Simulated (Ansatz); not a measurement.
Computed with Ansatz on PBE0-D4/def2-TZVP structures; ΔE is electronic, products minus reactants. CCSD(T)/CBS is the MP2 limit (def2-TZVPP, def2-QZVPP) plus CCSD(T) − MP2 in def2-TZVPP, frozen cores. DFT in def2-TZVPP. B3LYP here is the variant with VWN-RPA as its local correlation; programs differ in this. Each species was taken in one conformer, which may not be the lowest.

`CN[SiH2]OC` → CH₃NH₂ + `CO[SiH]`  (silylene formation by 1,1-elimination)

`CN[SiH2]OC`:

Cartesian coordinates in Å:
```
C -0.291 -1.789 0.789
N 0.712 -1.220 -0.083
Si 0.459 0.031 -1.213
O 0.575 1.580 -0.666
C -0.311 2.112 0.288
H -0.220 -2.880 0.825
H -1.285 -1.544 0.406
H -0.233 -1.411 1.817
H 1.656 -1.465 0.168
H -0.927 -0.171 -1.721
H 1.509 -0.048 -2.251
H -0.158 3.192 0.340
H -1.358 1.925 0.018
H -0.129 1.689 1.282
```

CH₃NH₂:

```xyz
7

C     0.263   -0.234   -0.446
N    -0.168    0.223    0.864
H    -0.369    0.085   -1.288
H     0.301   -1.326   -0.454
H     1.277    0.122   -0.638
H    -1.103   -0.105    1.067
H    -0.200    1.234    0.896
```

`CO[SiH]`:

Z-matrix (Å, degrees):
```
C
O 1 1.410
H 1 1.095 2 110.9
H 1 1.092 2 109.2 3 120.7
H 1 1.092 2 109.2 3 -120.7
Si 2 1.639 1 130.6 3 0.2
H 6 1.552 2 97.1 1 -0.0
```

| level | ΔE (kJ/mol) | difference from CCSD(T)/CBS |
| --- | --- | --- |
| PBE-D4 | 233.8 | -13.5 |
| r2SCAN-D4 | 259.6 | 12.3 |
| PBE0-D4 | 250.5 | 3.2 |
| B3LYP-D4 | 238.8 | -8.5 |
| ωB97M-V | 240.4 | -6.9 |
| B2PLYP | 238.1 | -9.2 |
| PBE | 223.9 | -23.4 |
| r2SCAN | 256.5 | 9.2 |
| PBE0 | 241.7 | -5.6 |
| B3LYP | 223.4 | -23.9 |
| MP2/def2-TZVPP | 259.8 | 12.5 |
| SCS-MP2/def2-TZVPP | 249.9 | 2.6 |
| CCSD(T)/def2-TZVPP | 241.5 | -5.8 |
| HF/def2-QZVPP | 243.0 | -4.3 |
| SCS-MP2/def2-QZVPP | 253.8 | 6.5 |
| HF/CBS(def2) | 243.1 | -4.2 |
| CCSD(T)/CBS | 247.3 | 0 |

Largest T1 diagnostic among the species: 0.015.

The D4 term adds +15.4 kJ/mol with B3LYP and +8.8 kJ/mol with PBE0; it sums over pairs of atoms, weighted by their polarisabilities, and B3LYP, whose exchange is more repulsive, gets the larger term. From PBE to PBE0 (25 % exact exchange), in def2-TZVPP and without D4, ΔE moves by +17.9 kJ/mol.
